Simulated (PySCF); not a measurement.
# One molecule, several mistakes: GeH7N2Si

Calculated results; nothing here was measured. They come from PySCF 2.14.0, an open-source quantum chemistry program, on an isolated molecule that a program drew, which may never have been made. The molecule is GeH7N2Si (charge 0, doublet), drawn as the SMILES string `N[SiH2][GeH][NH2]`.

Each row is a Hartree-Fock (HF) and frozen-core CCSD(T) single point in the cc-pV(D+d)Z basis, meant for a local HF minimum. Run 1 is clean. Each other run has one planted mistake out of seven kinds, and not every kind appears here: one electron removed, one electron added, multiplicity raised by two, geometry at a saddle point, minimal basis STO-3G, one bond length entered in bohr, all coordinates scaled. The reference is restricted for singlets and unrestricted otherwise, and also for a bond in bohr. Adding or removing an electron swaps singlet and doublet. Electrons count all cores. HOMO and LUMO are orbital energies over both spins, the gradient is its largest component, and the lowest frequency (negative if imaginary) is given only where the gradient is small. Bond lengths are over the 10 bonds as drawn. T1 is the CCSD diagnostic: over 0.02 (restricted) or 0.045 (unrestricted) a single reference is doubtful. Germanium has the cc-pVDZ-PP basis, with a core potential (ECP10MDF) in place of its 10 inner electrons, and its 3s, 3p and 3d shells are frozen in CCSD(T).

Geometry of the clean run:
```xyz
11
GeH7N2Si, angstrom
N     1.7759   -1.6303    0.4461
Si    0.1273   -1.7276    0.9636
Ge   -1.2315    0.2630    0.7287
N    -0.5006    1.6052    1.7854
H     1.9446   -1.5707   -0.5423
H     2.3665   -0.9676    0.9169
H     0.1202   -2.0699    2.4053
H    -0.5262   -2.8057    0.1871
H    -1.2072    0.8481   -0.7036
H    -0.5863    1.4538    2.7762
H    -0.8358    2.5321    1.5842
```

| run | electrons | basis functions | <S^2> | HOMO (eV) | LUMO (eV) | gradient (hartree/bohr) | lowest frequency (cm^-1) | mean bond (Å) | longest bond (Å) | T1 | HF (hartree) | CCSD(T) (hartree) | mistake |
|---|---|---|---|---|---|---|---|---|---|---|---|---|---|
| 1 | 67 | 109 | 0.761 | -7.57 | 1.53 | 2.7e-05 | 58 | 1.4541 | 2.422 | 0.0162 | -695.30115 | -695.89746 | no fault |
| 2 | 66 | 109 | 0.000 | -15.24 | -5.75 | 5.4e-02 | - | 1.4541 | 2.422 | 0.0236 | -695.05571 | -695.66013 | one electron removed |
| 3 | 67 | 109 | 1.245 | -7.65 | 1.05 | 1.9e-02 | - | 1.5918 | 2.924 | 0.0374 | -695.21675 | -695.80349 | ? |
| 4 | 68 | 109 | 0.000 | -0.21 | 8.44 | 5.9e-02 | - | 1.4541 | 2.422 | 0.0129 | -695.27501 | -695.89519 | ? |

**Which mistake was planted in run 3, and what did it cost?**

The mean bond changes by a factor of 1.095 and the longest by 1.207, so the molecule wasn't scaled as a whole. A length L in bohr read as angstrom grows by (1/0.5292 - 1) L = 0.890 L. The 10 bonds together grew by 10 x 0.1377 = 1.377 Å, which gives L = 1.548 Å. That is bond Ge3-H9, 1.547 Å in the clean geometry. So the mistake is: one bond length entered in bohr. Subtracting run 1 and multiplying by 627.51 kcal/mol a hartree, the energy moved by 53.0 kcal/mol in HF and 59.0 kcal/mol in CCSD(T).

**Which mistake was planted in run 4, and what did it cost?**

It counts 68 electrons, one more than the clean run, at the same geometry and basis. So the mistake is: one electron added. Subtracting run 1 and multiplying by 627.51 kcal/mol a hartree, the energy moved by 16.4 kcal/mol in HF and 1.4 kcal/mol in CCSD(T).

Cautions from the logs. Run 2: T1 is over the limit, so its CCSD(T) energy is less reliable; run 4: the added electron raises the CCSD(T) energy, so it isn't bound in this basis.
